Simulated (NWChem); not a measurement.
System: AlNH4O2; SMILES [Al]([OH])([NH2])[OH]

```xyz
8

Al    -0.0025    -0.0195     0.0000
O      1.1336    -1.2866     0.0000
H      2.0869    -1.2085     0.0000
O     -1.6568    -0.4108     0.0000
H     -1.9804    -1.3121     0.0000
N      0.4295     1.6911     0.0000
H     -0.2583     2.4352     0.0000
H      1.3636     2.0801     0.0000
```
Atoms are numbered in this order, from 1.

Program: NWChem. Coordinates come from a PBE0/def2-SVP optimisation. Vertical excitations in the gas phase; the lowest state need not have the same character in each row.

```tsv
level	lowest excitation, singlet (eV)	oscillator strength of that lowest state	lowest state with f > 0.02, singlet (eV)	orbital gap (eV)
PBE/def2-SVPD, full TDDFT	4.75	0.018	6.53	4.68
B3LYP/def2-SVPD, full TDDFT	5.32	0.026	5.32	6.30
PBE0/def2-SVPD, full TDDFT	(withheld)	(withheld)	(withheld)	(withheld)
```

Question: Some entries are withheld; supply them.

Answer: 
- PBE0/def2-SVPD, full TDDFT, lowest excitation, singlet (eV): 5.56
- PBE0/def2-SVPD, full TDDFT, oscillator strength of that lowest state: 0.030
- PBE0/def2-SVPD, full TDDFT, lowest state with f > 0.02, singlet (eV): 5.56
- PBE0/def2-SVPD, full TDDFT, orbital gap (eV): 6.84
